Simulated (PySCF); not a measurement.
Gas-phase reaction: 2 SnO2 ⇌ Sn2O2 + O2

Computed with PySCF and rigid-rotor harmonic-oscillator thermochemistry at 1 bar. † marks an energy on the PBE0/def2-TZVP geometry and frequencies; other levels use their own. MP2 and CCSD(T) freeze the core. Open shells (unrestricted): O2 (multiplicity 3); the rest are closed-shell singlets. B3LYP is the form with VWN-RPA correlation. Sn: scalar-relativistic def2 core potential, no spin-orbit coupling. SnO2, Sn2O2: computed as isolated molecules; such fragments, hydroxides, amides, oligomers or adducts are transient or little studied in the gas. MP2 isn't extrapolated to the basis-set limit; its ΔH°(298 K) is -359.3 kJ in def2-SVP and -267.3 kJ in def2-TZVPP. CCSD(T) isn't extrapolated to the basis-set limit; its ΔH°(298 K) is -412.4 kJ in def2-SVP and -317.0 kJ in def2-TZVPP. The harmonic model lacks anharmonicity and excited electronic states, which grow with temperature; levels with a mode under 35 cm⁻¹ are left out. Warning, large T1 diagnostic: SnO2 (CCSD(T)/def2-SVP†).

```json
[
 {"level": "B3LYP/def2-TZVP†", "ΔE electronic, kJ": "-348", "ΔH°(298 K), kJ": "-347", "ΔS°(298 K), J/K": "7", "ΔG°(1000 K), kJ": "-352"},
 {"level": "CCSD(T)/def2-SVP†", "ΔE electronic, kJ": "-413", "ΔH°(298 K), kJ": "-412", "ΔS°(298 K), J/K": "7", "ΔG°(1000 K), kJ": "-418"},
 {"level": "MP2/def2-SVP†", "ΔE electronic, kJ": "-360", "ΔH°(298 K), kJ": "-359", "ΔS°(298 K), J/K": "7", "ΔG°(1000 K), kJ": "-364"},
 {"level": "MP2/def2-TZVPP†", "ΔE electronic, kJ": "-268", "ΔH°(298 K), kJ": "-267", "ΔS°(298 K), J/K": "7", "ΔG°(1000 K), kJ": "-272"},
 {"level": "PBE/def2-SVP", "ΔE electronic, kJ": "-377", "ΔH°(298 K), kJ": "-376", "ΔS°(298 K), J/K": "7", "ΔG°(1000 K), kJ": "-380"},
 {"level": "PBE/def2-TZVP†", "ΔE electronic, kJ": "-286", "ΔH°(298 K), kJ": "-286", "ΔS°(298 K), J/K": "7", "ΔG°(1000 K), kJ": "-291"},
 {"level": "PBE0/def2-QZVP†", "ΔE electronic, kJ": "-366", "ΔH°(298 K), kJ": "-365", "ΔS°(298 K), J/K": "7", "ΔG°(1000 K), kJ": "-371"},
 {"level": "PBE0/def2-SVP†", "ΔE electronic, kJ": "-474", "ΔH°(298 K), kJ": "-474", "ΔS°(298 K), J/K": "7", "ΔG°(1000 K), kJ": "-479"},
 {"level": "PBE0/def2-TZVP", "ΔE electronic, kJ": "-372", "ΔH°(298 K), kJ": "-371", "ΔS°(298 K), J/K": "7", "ΔG°(1000 K), kJ": "-377"},
 {"level": "r2SCAN/def2-TZVP†", "ΔE electronic, kJ": "-339", "ΔH°(298 K), kJ": "-338", "ΔS°(298 K), J/K": "7", "ΔG°(1000 K), kJ": "-343"},
 {"level": "LDA/def2-TZVP†", "ΔE electronic, kJ": "-307", "ΔH°(298 K), kJ": "-306", "ΔS°(298 K), J/K": "7", "ΔG°(1000 K), kJ": "-311"}
]
```
ΔH° is lowest at PBE0/def2-SVP† and highest at MP2/def2-TZVPP†. No reference value is set beside these.
